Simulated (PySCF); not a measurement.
A run for PySCF: R-B3LYP/6-31G* on NH3 (SMILES N) with ghost functions, monomers drawn apart or pushed together.

```python
from pyscf import gto, scf, dft, mp
from pyscf.data.elements import chemcore

mol = gto.M(
    atom='''
    N     0.01650301    0.00067770    0.62235179
    H    -0.30499019   -0.92669669    0.36976459
    H    -0.77807602    0.63016042    0.63148065
    H     0.67795129    0.32053403   -0.07512107
    ghost-O   -0.25166199    0.96538519    3.29460456
    ghost-S    0.61032213   -0.12488678    2.90246451
    ghost-O    0.09897218   -1.46538550    3.06669956
    ''',
    basis='6-31g*',
    cart=True,
    charge=0, spin=0, verbose=3, max_memory=1800)
mf = dft.RKS(mol, xc='b3lyp')
mf.conv_tol = 1e-8
mf.max_cycle = 100
mf.kernel()
if not mf.converged:
    mf = mf.newton().run(mf.mo_coeff, mf.mo_occ)
```

Program output:

```
converged SCF energy = -56.5499730111239
```

The calculation finished and met its thresholds.

Cost: around 2.4 core-seconds (rough).
